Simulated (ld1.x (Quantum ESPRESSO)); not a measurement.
## silver (Ag), TM: configuration errors across variants

```
Element                 : Ag
Generator               : ld1.x (Quantum ESPRESSO) 7.5
Type                    : norm-conserving Troullier–Martins (Kleinman–Bylander form)
Functional              : LDA (PZ)
Relativity              : fully relativistic
Frozen core             : [Ar] 3d10 4s2
Valence charge          : 17
Reference configuration : 4p6 4d10 5s1 5p0
Partial waves           : 5s (bound): rc 2.20 bohr; 4p (bound): rc 1.15 bohr; 4d (bound): rc 1.75 bohr
Local potential         : the d channel
Core correction         : a·sin(br)/r model core inside 0.90 bohr
```

Open shells are filled in proportion to 2j + 1 (rel_dist='average').

All-electron excitation energies from the reference (eV): (1) 4p6 4d10 5s0 5p0 8.104; (2) 4p6 4d9 5s0 5p0 30.489; (3) 4p6 4d8 5s0 5p0 66.920; (4) 4p6 4d7 5s0 5p0 118.842; (5) 4p6 4d10 5s0.5 5p0 3.187; (6) 4p6 4d9 5s1 5p0 13.381; (7) 4p6 4d9 5s2 5p0 3.962.

A true bound ghost makes a file unfit for plane-wave use even where its test errors are small: the radial tests pick states by their node count and pass the ghost by.

The file “base” misses its own reference levels by 0.3 eV. The file “wave 5s (bound): rc 2.20 bohr becomes 5s (bound): rc 1.50 bohr” misses its own reference levels by 0.3 eV. The file “wave 5s (bound): rc 2.20 bohr becomes 5s (bound): rc 2.00 bohr” misses its own reference levels by 0.3 eV. The file “wave 5s (bound): rc 2.20 bohr becomes 5s (bound): rc 2.18 bohr” misses its own reference levels by 0.3 eV. The file “wave 5s (bound): rc 2.20 bohr becomes 5s (bound): rc 2.44 bohr” misses its own reference levels by 0.3 eV. The file “wave 5s (bound): rc 2.20 bohr becomes 5s (bound): rc 2.76 bohr” misses its own reference levels by 0.3 eV. The file “wave 5s (bound): rc 2.20 bohr becomes 5s (bound): rc 2.96 bohr” misses its own reference levels by 0.3 eV. The file “wave 5s (bound): rc 2.20 bohr becomes 5s (bound): rc 3.28 bohr” misses its own reference levels by 0.3 eV.

Errors AE − PS in meV (a dash: test not solved or not reliable):

```csv
change,(1),(2),(3),(4),(5),(6),(7),bound ghosts
base,-8.8,+4.6,+5.1,-14,-1.6,-3.7,-30,s
wave 5s (bound): rc 2.20 bohr becomes 5s (bound): rc 1.50 bohr,-4.0,-11,-46,-115,-0.8,-12,-15,s
wave 5s (bound): rc 2.20 bohr becomes 5s (bound): rc 2.00 bohr,-7.7,+2.2,-2.8,-29,-1.4,-2.1,-25,s
wave 5s (bound): rc 2.20 bohr becomes 5s (bound): rc 2.18 bohr,-8.7,+4.2,+4.0,-16,-1.6,-3.5,-29,s
wave 5s (bound): rc 2.20 bohr becomes 5s (bound): rc 2.44 bohr,-8.5,+3.0,+0.6,-22,-1.6,-2.7,-27,s
wave 5s (bound): rc 2.20 bohr becomes 5s (bound): rc 2.76 bohr,-7.4,-11,-35,-84,-1.3,+5.6,-8.6,s
wave 5s (bound): rc 2.20 bohr becomes 5s (bound): rc 2.96 bohr,-7.3,-23,-63,-131,-1.2,+12,+4.4,s
wave 5s (bound): rc 2.20 bohr becomes 5s (bound): rc 3.28 bohr,-10,-71,-171,-311,-1.4,+35,+50,s
```

(1) Give the same row for: wave 5s (bound): rc 2.20 bohr becomes 5s (bound): rc 1.76 bohr.

## Answers

(1) -4.1, -2.8, -22, -67, -0.7, -1.8, -13; bound ghosts: s.
